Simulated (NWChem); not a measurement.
System: SnHOI, singlet; SMILES [OH][Sn][I]

```xyz
4

Sn     0.3096     1.2717     0.0000
I     -0.0054    -1.4835     0.0000
O     -1.6193     1.7540     0.0000
H     -2.2373     1.0111     0.0000
```
Atoms are numbered in this order, from 1.

Program: NWChem. Low-valent species are run as closed-shell singlets; no triplet was tried in these runs. All runs use the structure optimised with PBE0/def2-SVP. No frequency run checked for a minimum. def2 effective core potentials on Sn, I; no spin-orbit coupling. Ions are spin-unrestricted doublets at the neutral geometry; other ion states weren't tried.

For level CAM-B3LYP/def2-SVP:

```yaml
vertical ionisation energy, ΔSCF (eV): 9.43
"−ε(HOMO) (eV)": 8.43
```

**Question.** Estimate the same quantities for level PBE/def2-SVP.

**Answer.** vertical ionisation energy, ΔSCF (eV): 9.11
−ε(HOMO) (eV): 6.17
